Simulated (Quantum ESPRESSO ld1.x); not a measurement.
Task: Excited configurations of Ba III: one electron is placed in a higher orbital outside [Kr] 4d10 5s2 5p5. The ground configuration is [Xe]. Method: Dirac Kohn-Sham, BLYP, spin-unpolarised, spherical densities, point nucleus; open shells are shared between the two j in proportion to 2j + 1; computed with ld1.x of Quantum ESPRESSO 7.5. Excitation = E - E(ground); binding = E(ion) - E, where the ion is the core of charge +3; n* = 3/sqrt(2 binding) in atomic units, and the quantum defect is n - n*. Eigenvalue and <r> are those of j = l + 1/2.

| outer orbital | excitation (eV) | binding (eV) | n* | quantum defect | eigenvalue (eV) | <r> (bohr) |
|---|---|---|---|---|---|---|
| 4f | 20.988 | 15.321 | 2.827 | 1.173 | -9.041 | 1.720 |
| 5d | 18.235 | 18.074 | 2.603 | 2.397 | -13.941 | 2.758 |
| 5f | 28.617 | 7.691 | 3.990 | 1.010 | -5.981 | 5.870 |
| 6s | 19.241 | 17.068 | 2.678 | 3.322 | -14.222 | 3.782 |
| 6p | 22.860 | 13.449 | 3.017 | 2.983 | -10.971 | 4.493 |
| 6d | 27.420 | 8.889 | 3.711 | 2.289 | -7.347 | 6.163 |
| 6f | 31.070 | 5.239 | 4.835 | 1.165 | -4.269 | 9.954 |
| 7s | 27.169 | 9.140 | 3.660 | 3.340 | -7.790 | 6.958 |
| 7p | 28.551 | 7.758 | 3.973 | 3.027 | -6.499 | 7.919 |
| 7d | 30.608 | 5.701 | 4.635 | 2.365 | -4.758 | 10.14 |

Estimate the row for 7f.

Result: excitation (eV) 32.552; binding (eV) 3.757; n* 5.709; quantum defect 1.291; eigenvalue (eV) -3.139; <r> (bohr) 14.89. The Delta-SCF ionisation energy is 36.309 eV (NIST Atomic Spectra Database: 35.844 eV, measured). Self-interaction in the functional shifts the binding energies and quantum defects, so they are the method's values and not measured ones. Spin polarisation and multiplet splitting are left out, so open shells lie too high by an amount that depends on their filling. Sharing an open shell by 2j + 1 raises it above the true ground level by a part of the spin-orbit splitting, which enters the differences from NIST.

Beside tabulated values, note that spin-unpolarised runs miss the spin-polarisation part of the exchange energy of open shells.
